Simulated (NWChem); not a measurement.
Species: C₄H₈; SMILES C/C=C\C

All runs: NWChem. Pople sets run with spherical d functions. All runs use the structure optimised with PBE0/def2-SVP. Total energies compare along this basis series because the functional is fixed.

| level | basis functions | energy (Ha) | highest occupied level (eV) | orbital gap (eV) | dipole (D) |
|---|---|---|---|---|---|
| B3LYP/STO-3G | 28 | -155.3276 | -4.95 | 8.43 | 0.19 |
| B3LYP/3-21G | 52 | -156.3705 | -6.41 | 7.47 | 0.21 |
| B3LYP/6-31G* | 72 | -157.2215 | -6.36 | 7.35 | 0.18 |
| B3LYP/6-31+G* | 88 | -157.2283 | -6.61 | 6.88 | 0.24 |
| B3LYP/def2-SVP | 96 | -157.1117 | -6.57 | 7.27 | 0.23 |
| B3LYP/def2-SVPD | 144 | -157.1216 | -6.70 | 7.14 | 0.25 |
| B3LYP/def2-TZVP | 172 | -157.2881 | -6.67 | 7.15 | 0.23 |
| B3LYP/6-311++G** | 144 | -157.2723 | -6.68 | 6.45 | 0.26 |
